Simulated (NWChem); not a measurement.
System: BH$_{2}$OI; SMILES B(I)O

Input file for NWChem:

```
start job
memory heap 200 mb stack 900 mb global 1100 mb
geometry units angstroms noautoz
  B     -0.582137     1.487997     0.000000
  H     -1.761359     1.717162     0.000000
  I      0.063070    -0.566557     0.000000
  O      0.295108     2.493035     0.000000
  H      1.220998     2.220410     0.000000
end
basis spherical
  * library def2-svp
end
ecp
  I library def2-ecp
end
dft
  xc xpbe96 cpbe96
  iterations 150
  mulliken
end
task dft energy
```

Geometry: optimised at PBE0/def2-SVP. def2 effective core potentials on I; no spin-orbit coupling.

Question: Give the results of this calculation. (PBE/def2-SVP with def2 effective core potentials on I.) Quantities: basis functions; energy (Ha); highest occupied level (eV); orbital gap (eV); dipole (D).

Answer: The number of basis functions is 64, the energy (Ha) is -398.84 and the highest occupied level (eV) is -6.44. The orbital gap (eV) is 4.86 and the dipole (D) is 1.44.
